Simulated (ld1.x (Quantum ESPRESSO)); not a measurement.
## BLYP TM dataset for Al, scalar-relativistic all-electron reference.

Al (Z = 13), norm-conserving Troullier–Martins (Kleinman–Bylander form), made with ld1.x (Quantum ESPRESSO) 7.5 (BLYP, scalar-relativistic). Core [Ne], reference 3s2 3p1. Waves: 3s (bound): rc 1.80 bohr; 3p (bound): rc 2.20 bohr; 3d channel at -0.05 Ry: rc 1.90 bohr. Local part: the d channel. Core correction: a·sin(br)/r model core, default radius (core density twice the valence density).

Poles of the logarithmic derivatives, all-electron (AE) and pseudo (PS). s: poles at 1.2 (AE) and 1.0, 2.7 (PS) Ry. p: poles at 2.0 (AE) and 1.9 (PS) Ry. d: poles at 2.7 (AE) and 2.8 (PS) Ry. Test radius 2.41 bohr.

* Cutoffs needed: 10 Ry and 30 Ry (the cutoffs (Ry, on a coarse ladder) from which the occupation-weighted sum of valence levels, in a spherical-Bessel basis at the reference potential, stays within 10 and 1 mRy of its value at 400 Ry)
* Ghost test: no extra level below or beside the all-electron valence levels (s, p, d, f tested) (spherical-Bessel basis up to 400 Ry, 20 bohr box)
* Largest excitation error: +32 meV (all-electron minus pseudo) for 3s1 3p0, out of 7 test configurations
